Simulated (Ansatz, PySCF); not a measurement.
This triplet is an excited state, 1.52 eV above the relaxed singlet at the level frozen-core CCSD(T)/cc-pVTZ // PBE0-D4/def2-SVP (Ansatz, a first-principles code).

Cartesian coordinates (Å):
```xyz
5

C      0.7933    -0.0916     0.3519
N     -0.4679     0.0461    -0.1497
H      1.7238    -0.0620    -0.2363
H     -1.0699    -0.7743    -0.0963
H     -0.9793     0.8818     0.1303
```
Charge 0, spin multiplicity 3.

Task: What is the computed dipole moment, highest occupied spin orbital and total energy (PBE0-D4/def2-TZVP // PBE0-D4/def2-SVP run with PySCF)?

Result: 
| Item | Result |
|---|---|
| dipole moment | 1.58 D |
| highest occupied spin orbital | -5.72 eV |
| total energy | -2570.08 eV |
